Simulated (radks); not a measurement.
The numbers below are computed, except where a source is named.
Problem. Species: Rb II. Configuration: [Kr] (the NIST ground configuration). Code: a radial shooting solver on a logarithmic mesh with Libxc functionals. Model: scalar-relativistic Kohn-Sham, PBE, spin-unpolarised, spherical densities, finite nucleus; Fermi nuclear charge, rms radius 4.2036 fm. Some entries of the table are withheld. Estimate them.

orbital  occ.  eigenvalue (hartree)  r(max) (bohr)
1s          2             -552.6838            (1)
2s          2             -74.01276         0.1496
2p          6                   (2)            (3)
3s          2             -11.16360         0.4509
3p          6              -8.47648         0.4465
3d         10              -4.03299         0.3932
4s          2                   (4)          1.261
4p          6                   (5)          1.427

Solution. 
(1) 1s r(max) (bohr): 0.02629
(2) 2p eigenvalue (hartree): -65.63545
(3) 2p r(max) (bohr): 0.1196
(4) 4s eigenvalue (hartree): -1.38289
(5) 4p eigenvalue (hartree): -0.79565
